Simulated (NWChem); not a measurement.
System: CH₃BrMgO; SMILES C[O][Mg][Br]

```xyz
7

Mg     0.0000     0.0000    -0.6026
Br     0.0000     0.0000     1.7434
O      0.0000     0.0000    -2.3634
C      0.0000     0.0000    -3.7370
H     -0.5659     0.8569    -4.1533
H      1.0251     0.0617    -4.1533
H     -0.4592    -0.9186    -4.1533
```
Atoms are numbered in this order, from 1.

Computed with NWChem. Pople sets run with spherical d functions. Geometry: optimised at PBE0/def2-SVP.

Problem. Estimate the computed values for TPSS/6-311G**. Quantities: highest occupied level (eV); orbital gap (eV); dipole (D).

Solution. 
- highest occupied level (eV): -5.89
- orbital gap (eV): 3.99
- dipole (D): 1.83
